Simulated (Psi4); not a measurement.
Psi4 was given this input:
```
memory 2 GB

molecule {
1 1
O     0.07094020    0.00288768    0.03133554
H    -0.02512652    0.80502202   -0.52984156
H     0.02737561   -0.82471664   -0.49851471
H    -0.56977067   -0.00340678    0.77767195
}

set {
  basis def2-svpd
}

energy('revpbe')
print_variables()
```

### Question
What does this run give for the nuclear repulsion energy, number of basis functions, total energy?

### Answer

The nuclear repulsion energy is 13.8848 Eh and the number of basis functions is 47. The total energy comes out as -76.6280 Eh.
